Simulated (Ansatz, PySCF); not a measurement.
Reaction 2 R1 → P1, each structure at its B3LYP-D3(BJ)/def2-TZVP stationary point, reached from a drawn start (curvature not checked).
R1: OSi (SMILES [O+]#[Si-]), charge 0, multiplicity 1.
P1, O2Si2 (charge 0, multiplicity 1):
```xyz
4

Si     1.230     0.000     0.000
Si    -1.230     0.000     0.000
O      0.000     1.173     0.000
O      0.000    -1.173     0.000
```

P less R. No zero-point or thermal terms.

The values were computed with Ansatz (Gaussian orbitals); PySCF for the D3/D4 terms. Each number belongs to the level named beside it.

Problem. Estimate the reaction energy that PBE0-D3(BJ)/def2-TZVPP returns for this input.

Solution. -61.4 kcal/mol

Problem. Estimate the reaction energy that HF/cc-pV(D+d)Z returns for this input.

Solution. -58.1 kcal/mol

Problem. Predict the reaction energy from B3LYP/def2-TZVPP.

Solution. -50.9 kcal/mol

Ansatz is a first-principles code.
